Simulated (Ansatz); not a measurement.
A run for Ansatz (a quantum-chemistry and plane-wave program): U-CCSD(T)/def2-QZVPP on ZnF, 2S+1 = 2, a spin state set in the input, which need not be the lowest, a point of a bond scan (R = 1.794 Å). Files ending in .json are basis or fitting sets from the Basis Set Exchange.

Ansatz 0.2 input:
```yaml
crystal:
  periodic: [false, false, false]
  atoms:
    - {symbol: Zn, position_ang: [0.00000000, 0.00000000, 0.00000000]}
    - {symbol: F, position_ang: [0.00000000, 0.00000000, 1.79360100]}
basis:
  gaussian:
    orbitals: def2-QZVPP.json
    pivot_positions_ang: [[0.00000000, 0.00000000, 0.00000000], [0.00000000, 0.00000000, 1.79360100]]
magnetization: {spin_polarized: true, initial_magnetization: 1}
correlation: {method: ccsd_t, electrons: valence}
output: {orbitals: {seedname: ./end}}
```

The log:

```
WARN ansatz: RAYON_NUM_THREADS=2 ignored (pool sized by the plan → 2); use --threads N
Functional definition: HF
integrals: 0.66 GiB planned
1196 factors; integrals over basis functions are off by at most 3.1e-4 eV
mean field: 0.66 GiB planned
mean field evaluation 1: about -51082.7139 eV, gradient 2.4e1 eV
mean field evaluation 2: about -51082.7143 eV, gradient 2.4e1 eV
mean field evaluation 4: about -51085.0428 eV, gradient 2.3e0 eV
mean field evaluation 8: about -51085.1339 eV, gradient 1.4e-1 eV
mean field evaluation 16: about -51078.6208 eV, gradient 3.3e0 eV
mean field evaluation 32: about -51080.7463 eV, gradient 2.1e-2 eV
mean field -51085.13418582 eV, -1877.3440545813 hartree, gradient 1.1e-6 eV, S^2 0.753010; 0 other end points of the search recorded, 0 dependent functions left out
6 core orbitals not correlated
reference -51085.13418582 eV, -1877.3440545813 hartree; 14, 13 occupied and 137, 138 virtual orbitals, 1196 factors
second order -30.54808527 eV of doubles, -0.00000000 eV of singles
coupled cluster: 1.71 GiB planned
cycle   1  -27.17785052 eV  change     3.4e0 eV  update   1.5e-1
cycle   2  -28.24427839 eV  change    -1.1e0 eV  update   6.9e-2
cycle   3  -28.42158097 eV  change   -1.8e-1 eV  update   2.4e-2
cycle   4  -28.38196430 eV  change    4.0e-2 eV  update   1.0e-2
cycle   5  -28.36733045 eV  change    1.5e-2 eV  update   4.4e-3
cycle   6  -28.37167969 eV  change   -4.3e-3 eV  update   2.3e-3
cycle   7  -28.37355157 eV  change   -1.9e-3 eV  update   1.1e-3
cycle   8  -28.37329694 eV  change    2.5e-4 eV  update   4.7e-4
cycle   9  -28.37349420 eV  change   -2.0e-4 eV  update   1.9e-4
cycle  10  -28.37366225 eV  change   -1.7e-4 eV  update   7.5e-5
cycle  11  -28.37341401 eV  change    2.5e-4 eV  update   3.0e-5
cycle  12  -28.37346316 eV  change   -4.9e-5 eV  update   1.5e-5
cycle  13  -28.37349017 eV  change   -2.7e-5 eV  update   6.7e-6
perturbative correction -0.80027188 eV, -0.0294094492 hartree
Total energy: -51114.30794787 eV, -1878.4161705618 hartree
```

The calculation finished and met its thresholds.

Cost: roughly 50 core-seconds.
